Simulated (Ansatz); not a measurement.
`OC[CH2][GaH2]` from Hartree–Fock to CCSD(T)

```tsv
atom	x (Å)	y (Å)	z (Å)
O1	0.449	-0.418	-1.179
C2	0.861	-0.633	0.206
C3	-0.336	-0.202	1.021
Ga4	-1.111	0.958	-0.428
H5	1.203	-0.252	-1.752
H6	1.732	-0.005	0.414
H7	1.147	-1.683	0.312
H8	-0.049	0.316	1.936
H9	-0.984	-1.041	1.278
H10	-2.451	0.580	-1.157
H11	-0.461	2.380	-0.651
```

Total charge 0; spin multiplicity 1. Correlated methods include outer-core shells of Ga, which these sets cover unevenly. Scalar relativity is left out up to krypton. The geometry is a stationary point of PBE0-D4/def2-TZVP. It is one conformer, not always the lowest. Frozen core, restricted reference, Ansatz.

```
     basis      HF (Eh)  MP2 corr.  CCSD corr.       (T)  CCSD(T) total
  def2-SVP  -2077.53545   -0.69487    -0.72745  -0.02102    -2078.28392
def2-TZVPP  -2077.96275   -0.83135    -0.85973  -0.03312    -2078.85560
def2-QZVPP  -2078.01024   -1.12045           –         –              –
```
